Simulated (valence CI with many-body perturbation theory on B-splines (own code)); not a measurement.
## Os XXVII: calculated level list

Method: relativistic CI+MBPT: four valence electrons over a frozen Dirac-Fock core [Kr] 4d10, radial functions for each j: 7 s, 7 p, 7 d, 7 f, 4 g, 2 h, with the one-electron correlation potential Σ1, the two-electron term Σ2, the three-electron term Σ3, Breit, model QED; selected CI, second order for the rest, scaled by the run's own slope (own B-spline code, finite nucleus).

No measured spectrum was set against this ion. As an estimate, large intervals hold to a few tenths of a per cent, small ones and those within an open d or f shell to about a per cent. Excitations out of the core, of the other parity, are not computed and may begin above about 171 eV (a cautious bound); beyond it only levels of the ground parity were kept, without lifetimes.

Levels 181 to 203 of 203, with energies above the lowest level, (4f5/2^4) J=4. "Leading %" is the weight of the configuration and term that name the level; weights of strongly mixed levels are sums over their largest components and can fall short. In the jj column 3d3/2^4 stands for four electrons in 3d with j = 3/2.

```tsv
No.	Configuration	Term	J	E (cm⁻¹)	Leading %	g	Leading jj	Second component
181	4f³5s	¹D°	2	1149000	45	0.983	4f7/2^3 5s (78 %)	31 % 4f³5s ³D°
182	4f³5s	³G°	5	1149900	89	1.178	4f5/2 4f7/2^2 5s (78 %)	7 % 4f³5s ¹H°
183	4f³5s	³G°	4	1151000	85	1.046	4f5/2 4f7/2^2 5s (63 %)	6 % 4f³5s ³F°
184	4f³5s	³G°	3	1153700	78	0.810	4f5/2^2 4f7/2 5s (46 %)	12 % 4f³5s ¹F°
185	4f³5s	¹G°	4	1159100	86	1.018	4f5/2 4f7/2^2 5s (57 %)	9 % 4f³5s ³F°
186	4f³5s	³F°	4	1214300	87	1.228	4f7/2^3 5s (50 %)	5 % 4f³5s ¹G°
187	4f³5s	³F°	3	1216600	78	1.054	4f7/2^3 5s (43 %)	12 % 4f³5s ¹F°
188	4f³5s	³F°	2	1220200	99	0.667	4f5/2 4f7/2^2 5s (83 %)	
189	4f³5s	¹F°	3	1226000	82	1.009	4f5/2 4f7/2^2 5s (69 %)	15 % 4f³5s ³F°
190	4f³5p	⁵K	5	1335700	55	0.756	4f5/2^3 5p1/2 (87 %)	34 % 4f³5p ³I
191	4f³5p	³H	4	1346000	44	0.765	4f5/2^3 5p1/2 (84 %)	35 % 4f³5p ⁵I
192	4f³5p	⁵K	6	1364200	55	0.943	4f5/2^2 4f7/2 5p1/2 (95 %)	16 % 4f³5p ³I
193	4f³5p	⁵I	5	1368400	34	0.990	4f5/2^2 4f7/2 5p1/2 (93 %)	29 % 4f³5p ³H
194	4f³5p	⁵G	2	1375200	42	0.638	4f5/2^3 5p1/2 (83 %)	36 % 4f³5p ³F
195	4f³5p	³D	1	1380000	44	0.663	4f5/2^3 5p1/2 (83 %)	25 % 4f³5p ⁵F
196	4f³5p	⁵K	7	1386000	36	1.053	4f5/2^2 4f7/2 5p1/2 (50 %)	23 % 4f³5p ³K
197	4f³5p	⁵H	6	1389000	37	1.121	4f5/2 4f7/2^2 5p1/2 (59 %)	23 % 4f³5p ⁵I
198	4f³5p	³I	5	1389800	27	0.977	4f5/2^2 4f7/2 5p1/2 (86 %)	13 % 4f³5p ³H
199	4f³5p	⁵G	3	1392000	31	0.844	4f5/2^3 5p1/2 (57 %)	21 % 4f³5p ⁵H
200	4f³5p	³H	4	1392200	26	1.029	4f5/2^2 4f7/2 5p1/2 (84 %)	16 % 4f³5p ³F
201	4f³5p	³D	2	1394700	26	1.022	4f5/2^2 4f7/2 5p1/2 (60 %)	24 % 4f³5p ⁵F
202	4f³5p	⁵H	3	1398100	35	0.786	4f5/2^2 4f7/2 5p1/2 (78 %)	18 % 4f³5p ⁵G
203	4f³5p	⁵P	1	1399600	50	1.802	4f5/2^2 4f7/2 5p1/2 (90 %)	20 % 4f³5p ³P
```

Where two levels of one J and parity lie close, their mixing, g and order are uncertain.
